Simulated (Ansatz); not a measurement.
Stepwise reaction of `C[O][Ge][O]C` with ammonia, as a gas-phase model of exchange steps in deposition or etching. ΔE in kJ/mol; ΔG adds harmonic PBE0-D4 terms to CCSD(T)/CBS, at 1 bar.

Program: Ansatz. Geometries: PBE0-D4/def2-TZVP. ΔE: electronic, gas phase. CCSD(T)/CBS adds triple-zeta CCSD(T) − MP2 to the extrapolated MP2 energy (def2 sets, frozen cores). This one scheme is used for every species. Functionals use def2-TZVPP. B3LYP here is the variant with VWN-RPA as its local correlation; programs differ in this. For Ge outer-core shells are correlated without core-valence functions, which leaves a few kJ/mol of doubt a bond. Scalar relativity is left out up to krypton. Each species was taken in one conformer, which may not be the lowest.

| step | reaction | PBE-D4 | B3LYP-D4 | ωB97M-V | CCSD(T)/CBS | ΔG(400 K) |
| --- | --- | --- | --- | --- | --- | --- |
| 1 | `C[O][Ge][O]C` + NH₃ → `C[O][Ge][NH2]` + CH₃OH | 30.2 | 32.3 | 28.9 | 28.3 | 25.7 |
| 2 | `C[O][Ge][NH2]` + NH₃ → `[NH2][Ge][NH2]` + CH₃OH | 34.1 | 34.8 | 32.0 | 31.8 | 27.7 |

Question: By hand: ΔE of the 2 steps together at CCSD(T)/CBS.

Answer: (28.3) + (31.8) = 60.1 kJ/mol, or 30.1 kJ/mol a step.

In ΔE the steps differ by no more than 3.5 kJ/mol. All are uphill at CCSD(T)/CBS. ΔG lies between 25.7 and 27.7 kJ/mol a step. PBE-D4 differs from CCSD(T)/CBS by 1.9 to 2.3 kJ/mol a step. Isolated molecules leave out the surface, adducts and barriers. Largest T1 diagnostic: 0.015.
